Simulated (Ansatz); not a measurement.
`NB1CC1Br` + HBr → `BrB1CC1Br` + NH₃ at 400 K and 1 bar (ligand exchange at a B–N bond).

Calculated with Ansatz (gas phase, PBE0-D4/def2-TZVP geometries, no zero-point term in ΔE). CCSD(T)/CBS adds triple-zeta CCSD(T) − MP2 to the extrapolated MP2 energy (def2 sets, frozen cores). This one scheme is used for every species. For Br outer-core shells are correlated without core-valence functions, which leaves a few kJ/mol of doubt a bond. Scalar relativity is left out up to krypton. Each species was taken in one conformer, which may not be the lowest.

```tsv
species	CCSD(T)/CBS energy (Eh)	H − E (kJ/mol)	S (J/(mol·K))
`NB1CC1Br`	-2731.93364	224.8	359.4
HBr	-2573.91920	27.6	207.2
`BrB1CC1Br`	-5249.32516	152.1	376.5
NH₃	-56.50880	104.2	203.1
```

H − E and S are ideal-gas, rigid-rotor, harmonic terms from PBE0-D4/def2-TZVP, for one conformer and one mirror image of each species. 1 Eh = 2625.50 kJ/mol, R = 8.31446 J/(mol·K).

Q: By hand: ΔE, ΔH, ΔS and ΔG.

A: ΔE = (-5249.32516) + (-56.50880) − (-2731.93364) − (-2573.91920) = 0.01888 Eh = 49.6 kJ/mol. Δ(H − E) = 152.1 + 104.2 − 224.8 − 27.6 = 3.9, so ΔH = 53.5 kJ/mol. ΔS = 376.5 + 203.1 − 359.4 − 207.2 = 13.0 J/(mol·K). ΔG = 53.5 − 400 × (13.0)/1000 = 48.3 kJ/mol.

Q: By hand: the equilibrium constant, and the temperature at which ΔG would vanish if ΔH and ΔS stayed fixed.

A: log₁₀ K = −ΔG/(RT ln 10) = -6.3. ΔG = 0 at ΔH/ΔS = 4115 K, far beyond where these terms or the molecules hold.

The number of gas molecules stays the same, so ΔS is small and ΔH decides. A doubt of 5 kJ/mol in ΔE shifts log₁₀ K by 0.7 here. Other conformers and mirror images would add mixing entropy, several J/(mol·K) or more a flexible species. Modes under 60 cm⁻¹, often nearly free rotors, make the harmonic entropy too high. These are equilibria of isolated gas molecules and say nothing of rates. Largest T1 diagnostic: 0.010 (customary marks: 0.02 for closed shells, 0.045 for open ones).
